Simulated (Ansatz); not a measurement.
Ansatz (an electronic-structure program) input (wB97M-V/def2-TZVPD):

Ansatz 0.2 input:
```yaml
crystal:
  periodic: [false, false, false]
  atoms:
    - {symbol: C, position_ang: [1.90235597, -0.31808874, -0.81918042]}
    - {symbol: Sn, position_ang: [0.03055222, -0.05500043, 0.23288720]}
    - {symbol: C, position_ang: [-1.46955148, -1.35801557, -0.62242059]}
    - {symbol: C, position_ang: [-0.61418144, 2.00262100, 0.05903811]}
    - {symbol: H, position_ang: [1.77088135, -0.07104969, -1.87243434]}
    - {symbol: H, position_ang: [2.23786216, -1.35147551, -0.73929658]}
    - {symbol: H, position_ang: [2.66677132, 0.33365230, -0.39759198]}
    - {symbol: H, position_ang: [0.24891107, -0.44809230, 1.89734801]}
    - {symbol: H, position_ang: [-2.41801594, -1.23454220, -0.10088102]}
    - {symbol: H, position_ang: [-1.15614574, -2.39821832, -0.54124713]}
    - {symbol: H, position_ang: [-1.61226785, -1.11444358, -1.67501852]}
    - {symbol: H, position_ang: [-0.75404606, 2.25739718, -0.99128788]}
    - {symbol: H, position_ang: [0.13373980, 2.66957264, 0.48638264]}
    - {symbol: H, position_ang: [-1.55703957, 2.14812096, 0.58504415]}
basis:
  gaussian:
    orbitals: def2-TZVPD
hamiltonian:
  xc: {name: wB97M-V}
magnetization: {spin_polarized: true, initial_magnetization: 2}
```

End of the output:

```
integrals: 0.27 GiB planned
1474 factors; their error is unknown
integrals: 0.31 GiB planned
614 factors; integrals over basis functions are off by at most 2.9e-6 eV
0.48 GiB of the device are held for the grids
2.01 GiB of device memory are held for the factors and their scratch space
mean field: 2.48 GiB planned
mean field evaluation 1: about -9084.7892 eV, gradient 4.8e1 eV
mean field evaluation 2: about -9086.0541 eV, gradient 4.5e1 eV
mean field evaluation 4: about -9095.4966 eV, gradient 2.0e0 eV
mean field evaluation 8: about -9095.7684 eV, gradient 4.3e-1 eV
mean field evaluation 16: about -9095.8588 eV, gradient 3.4e-1 eV
mean field evaluation 32: about -9095.8605 eV, gradient 4.9e-4 eV
mean field evaluation 64: about -9096.3656 eV, gradient 7.2e-5 eV
mean field evaluation 96: about -9095.9399 eV, gradient 1.2e0 eV
mean field -9096.36562666 eV, -334.2852710416 hartree, gradient 3.4e-6 eV, S^2 2.003649; 11 other end points of the search recorded, 0 dependent functions left out
reference -9096.36571115 eV, -334.2852741466 hartree; 26, 24 occupied and 231, 233 virtual orbitals, 1474 factors
Total energy: -9096.36571115 eV, -334.2852741466 hartree
```

This state (charge 0, triplet) is run at the relaxed geometry of the species with charge 0 and multiplicity 1, and is a spin state other than that species' own.
